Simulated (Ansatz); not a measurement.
`CB([SiH3])[SiH3]` + `B[SiH2]N` → `B[SiH2]N[SiH3]` + `CB[SiH3]` at 600 K and 1 bar (cleavage of the Si–B bond).

Calculated with Ansatz (gas phase, PBE0-D4/def2-TZVP geometries, no zero-point term in ΔE). CCSD(T)/CBS adds triple-zeta CCSD(T) − MP2 to the extrapolated MP2 energy (def2 sets, frozen cores). One conformer a species, not always the lowest.

```
           species  CCSD(T)/CBS energy (Eh)  H − E (kJ/mol)  S (J/(mol·K))
`CB([SiH3])[SiH3]`               -646.38116           307.8          491.4
        `B[SiH2]N`               -372.16627           216.6          383.8
  `B[SiH2]N[SiH3]`               -662.46710           276.0          475.6
        `CB[SiH3]`               -356.10570           243.9          396.6
```

H − E and S are ideal-gas, rigid-rotor, harmonic terms from PBE0-D4/def2-TZVP, for one conformer and one mirror image of each species. 1 Eh = 2625.50 kJ/mol, R = 8.31446 J/(mol·K).

By hand: ΔE, ΔH, ΔS and ΔG.

ΔE = (-662.46710) + (-356.10570) − (-646.38116) − (-372.16627) = -0.02537 Eh = -66.6 kJ/mol. Δ(H − E) = 276.0 + 243.9 − 307.8 − 216.6 = -4.5, so ΔH = -71.1 kJ/mol. ΔS = 475.6 + 396.6 − 491.4 − 383.8 = -3.0 J/(mol·K). ΔG = -71.1 − 600 × (-3.0)/1000 = -69.3 kJ/mol.

By hand: the equilibrium constant, and the temperature at which ΔG would vanish if ΔH and ΔS stayed fixed.

log₁₀ K = −ΔG/(RT ln 10) = 6.0. ΔG = 0 at ΔH/ΔS = 23700 K, far beyond where these terms or the molecules hold.

The number of gas molecules stays the same, so ΔS is small and ΔH decides. A doubt of 5 kJ/mol in ΔE shifts log₁₀ K by 0.4 here. Other conformers and mirror images would add mixing entropy, several J/(mol·K) or more a flexible species. Modes under 60 cm⁻¹, often nearly free rotors, make the harmonic entropy too high. These are equilibria of isolated gas molecules and say nothing of rates. Largest T1 diagnostic: 0.013 (customary marks: 0.02 for closed shells, 0.045 for open ones).
